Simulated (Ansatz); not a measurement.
Consider the redistribution: `[CH3][GeH2][SiH2]Cl` + `CO[Si](F)(Cl)[SeH]` → `Cl[SiH2][GeH2][Cl]` + `CO[Si](C)(F)[SeH]`.

Calculated with Ansatz (gas phase, PBE0-D4/def2-TZVP geometries, no zero-point term in ΔE). CBS: MP2 limit from def2 TZ/QZ plus the TZ coupled-cluster correction, frozen cores. For Ge, Se outer-core shells are correlated without core-valence functions, which leaves a few kJ/mol of doubt a bond. Scalar relativity is left out up to krypton. One conformer a species, not always the lowest.

```json
{"species": "`[CH3][GeH2][SiH2]Cl`", "HF/CBS(def2) energy (Eh)": "-2865.91341"}
{"species": "`CO[Si](F)(Cl)[SeH]`", "HF/CBS(def2) energy (Eh)": "-3363.18685"}
{"species": "`Cl[SiH2][GeH2][Cl]`", "HF/CBS(def2) energy (Eh)": "-3285.85008"}
{"species": "`CO[Si](C)(F)[SeH]`", "HF/CBS(def2) energy (Eh)": "-2943.25009"}
```

(1) Work out ΔE.

Largest T1 diagnostic among the species: 0.011.

Results:

(1) ΔE = (-3285.85008) + (-2943.25009) − (-2865.91341) − (-3363.18685) = 0.00009 Eh = +0.2 kJ/mol. CCSD(T)/CBS gives +13.5 kJ/mol.

In def2-TZVPP, CCSD(T) changes the Hartree–Fock value by +11.7 kJ/mol (the triples alone add +1.3 kJ/mol) and MP2 by +14.8 kJ/mol.
